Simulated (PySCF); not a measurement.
Working with the constants of HBr

RHF-CCSD(T) constants of HBr, ¹Σ⁺ (singlet), closed shell (basis H def2-TZVPP, Br def2-TZVPP; no relativity; PySCF 2.14; masses 1.0078 and 78.9183 u):

| Property | Result |
| --- | --- |
| ωe | 2675.4 cm⁻¹ |
| ωexe | 44.6 cm⁻¹ |
| Be | 8.458 cm⁻¹ |
| αe | 0.228 cm⁻¹ |
| D (centrifugal) | 0.000338 cm⁻¹ |
| De to H + Br | 4.00 eV |

Task: Give the vibrational terms G(v) and spacings up to v = 6.

Result: G(v) = ωe(v+½) − ωexe(v+½)².

```csv
v,G(v) (cm⁻¹),G(v) − G(v−1),Bv (cm⁻¹)
0,1327,,8.344
1,3913,2586,8.116
2,6410,2497,7.888
3,8818,2408,7.660
4,11136,2319,7.432
5,13366,2229,7.204
6,15506,2140,6.976
```

Task: How well does the Morse estimate ωe²/(4ωexe) reproduce De, and what is D0?

Result: It gives 4.97 eV, 124 % of the computed De. D0 = De − G(0) = 4.00 − 0.16 = 3.84 eV.

Measured values (Huber and Herzberg, Constants of Diatomic Molecules (1979)): ωe = 2648.975 cm⁻¹, ωexe = 45.2175 cm⁻¹, Be = 8.464884 cm⁻¹, αe = 0.23328 cm⁻¹.

Correlated steps freeze 9 core orbitals. Where the molecule has an RHF reference, its open-shell atoms are computed with UHF.
